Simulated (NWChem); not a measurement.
System: MgCl, doublet; SMILES [Mg][Cl]

NWChem input:

```
start job
memory heap 200 mb stack 900 mb global 1100 mb
geometry units angstroms noautosym nocenter noautoz
  Mg     0.000000     0.000000    -1.291708
  Cl     0.000000     0.000000     0.918811
end
basis spherical
  Mg library aug-cc-pvdz
  Cl library aug-cc-pvdz
end
dft
  odft
  mult 2
  xc bhlyp
  iterations 150
end
tddft
  cis
  nroots 6
end
task tddft energy
```

Output (shortened):

```
             Northwest Computational Chemistry Package (NWChem) 7.3.0
             --------------------------------------------------------

                             Geometry "geometry" -> ""
                             -------------------------

 Output coordinates in angstroms (scale by  1.889725989 to convert to a.u.)

  No.       Tag          Charge          X              Y              Z
 ---- ---------------- ---------- -------------- -------------- --------------
    1 Mg                  12.0000     0.00000000     0.00000000    -1.29170800
    2 Cl                  17.0000     0.00000000     0.00000000     0.91881100

 Effective nuclear repulsion energy (a.u.)      48.8356620305

                                 NWChem DFT Module
                                 -----------------

 Summary of "ao basis" -> "ao basis" (spherical)
 ------------------------------------------------------------------------------
       Tag                 Description            Shells   Functions and Types
 ---------------- ------------------------------  ------  ---------------------
 Mg                       aug-cc-pvdz               11       27   5s4p2d
 Cl                       aug-cc-pvdz               11       27   5s4p2d

            General Information
            -------------------
          SCF calculation type: DFT
          Wavefunction type:  spin polarized.
          No. of atoms     :     2
          No. of electrons :    29
           Alpha electrons :    15
            Beta electrons :    14
          Charge           :     0
          Spin multiplicity:     2
          Use of symmetry is: off; symmetry adaption is: off
          Maximum number of iterations: 150
          AO basis - number of functions:    54
                     number of shells:    22
          Convergence on energy requested:  1.00D-06
          Convergence on density requested:  1.00D-05
          Convergence on gradient requested:  5.00D-04

              XC Information
              --------------
                        BHLYP Method XC Functional
                     Hartree-Fock (Exact) Exchange  0.500
                        Slater Exchange Functional  0.500 local
                    Becke 1988 Exchange Functional  0.500 non-local
              Lee-Yang-Parr Correlation Functional  1.000

[...]

                                NWChem TDDFT Module
                                -------------------

            General Information
            -------------------
           No. of orbitals :     108
            Alpha orbitals :      54
             Beta orbitals :      54
        Alpha frozen cores :       0
         Beta frozen cores :       0
     Alpha frozen virtuals :       0
      Beta frozen virtuals :       0
         Spin multiplicity :       2
    Number of AO functions :      54
        Use of symmetry is : off
      Symmetry adaption is : off
         Schwarz screening :  0.10D-07

              XC Information
              --------------
                 BHLYP Method XC Functional
              Hartree-Fock (Exact) Exchange   0.50
                 Slater Exchange Functional   0.50 local
             Becke 1988 Exchange Functional   0.50 non-local
       Lee-Yang-Parr Correlation Functional   1.00

             TDDFT Information
             -----------------
          Calculation type : Tamm-Dancoff TDDFT
         Wavefunction type : Unrestricted
          No. of electrons :      29
           Alpha electrons :      15
            Beta electrons :      14
              No. of roots :       6
          Max subspacesize :    5200
            Max iterations :     100
               Target root :       1
           Target symmetry : none
      Symmetry restriction : off
                 Algorithm : Optimal
        Davidson threshold :  0.10D-03

    6 smallest eigenvalue differences (eV)
--------------------------------------------------------
  No. Spin  Occ  Vir  Irrep   E(Occ)    E(Vir)   E(Diff)
--------------------------------------------------------
    1    1   15   16 a        -0.239    -0.019     5.966
    2    1   15   17 a        -0.239    -0.019     5.966
    3    1   15   18 a        -0.239     0.008     6.712
    4    1   15   19 a        -0.239     0.016     6.914
    5    2   14   15 a        -0.350    -0.088     7.121
    6    2   13   15 a        -0.350    -0.088     7.121
--------------------------------------------------------

  Entering Davidson iterations
  Unrestricted

  Iter   NTrls   NConv    DeltaV     DeltaE      Time
  ----  ------  ------  ---------  ---------  ---------
    1      6       0     0.37E-01   0.10+100        8.0
    2     12       0     0.28E-01   0.10E-01        8.2
    3     18       0     0.73E-02   0.12E-02        8.2
    4     24       0     0.87E-02   0.40E-03        8.3
    5     30       0     0.47E-02   0.26E-03        8.2
    6     36       4     0.14E-02   0.33E-04        8.2
    7     38       5     0.49E-03   0.37E-05        7.1
    8     39       5     0.17E-03   0.42E-06        6.9
    9     40       6     0.47E-04   0.43E-07        6.8
  ----  ------  ------  ---------  ---------  ---------
  Convergence criterion met

  Ground state a        -660.336997312760 a.u.
  <S2> =   0.7508

  ----------------------------------------------------------------------------
  Root   1         a              0.126781993 a.u.                3.4499 eV
  <S2> =   0.7520
  ----------------------------------------------------------------------------
     Transition Moments    X -0.32154   Y -1.51832   Z -0.00000
     Dipole Oscillator Strength                    0.2035845081
     Electric Quadrupole                           0.0000004572
     Magnetic Dipole                               0.0000013684
     Total Oscillator Strength                     0.2035863337

[...]
```

Level: BHandHLYP/aug-cc-pVDZ, spin-unrestricted, TDA. Coordinates come from a PBE0-D3(BJ)/def2-TZVP, spin-unrestricted optimisation. The spin multiplicity was typed, not searched, and may not be the lowest. No stability test was run on the SCF state.
